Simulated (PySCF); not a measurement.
C2H3BF2O, SMILES OB(F)/C=C/F.

The structure is a stationary point at PBE0-D3(BJ)/def2-SVP. The structure was generated by enumeration; whether it is a known compound was not checked. One conformer was computed; it need not be the lowest.

Two levels are set side by side: PBE/def2-TZVP (PySCF) and r2SCAN/def2-TZVP (PySCF). Same geometry, gas phase. Differences are taken from unrounded values.

```
quantity                     r2SCAN
---------------------------  ------
orbital gap (eV)               5.39
highest occupied level (eV)   -7.15
lowest empty level (eV)       -1.76
dipole moment (D)              1.90
mean polarisability (bohr³)    42.3
```

Problem. What does PBE give, and how far is it from r2SCAN? (The exact figures need the calculation; the answer reports its results.)

Solution. 
```
quantity                       PBE  PBE minus r2SCAN
---------------------------  -----  ----------------
orbital gap (eV)              4.93             -0.46
highest occupied level (eV)  -6.88              0.27
lowest empty level (eV)      -1.95             -0.19
dipole moment (D)             1.88             -0.02
mean polarisability (bohr³)   43.6               1.3
```

Rough cost on one machine, each run with all the roots and properties that it gave: r2SCAN against PBE about 4 times.
